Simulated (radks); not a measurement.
Q: Coherent X-ray form factor from a spherical all-electron density. Method: Dirac Kohn-Sham, exchange-only LDA, spin-unpolarised, spherical densities, finite nucleus; Fermi nuclear charge, rms radius of each element as measured or else 0.836 A^(1/3) + 0.57 fm; computed with a radial shooting solver on a logarithmic mesh with Libxc functionals.

sin(theta)/lambda (1/angstrom),f0 (electrons)
0.05,43.326
0.1,41.493
0.15,38.935
0.2,36.096
0.25,33.293
0.3,30.701
0.4,26.390
0.5,23.190
0.6,20.807
0.8,17.306
1,14.419
1.25,11.289
1.5,8.899
2,6.281

The species is in the configuration that NIST lists as its ground one. Which atom or ion scatters so?

A: The rhodium ion Rh+, [Kr] 4d8. Extrapolating in s^2 from the first two rows gives f0(0) = 43.9, near the electron count 44; among species with that count, the fall with angle is slower the higher Z, and the table is that of Z = 45; from so few rows the species is fixed only to a neighbour or two.
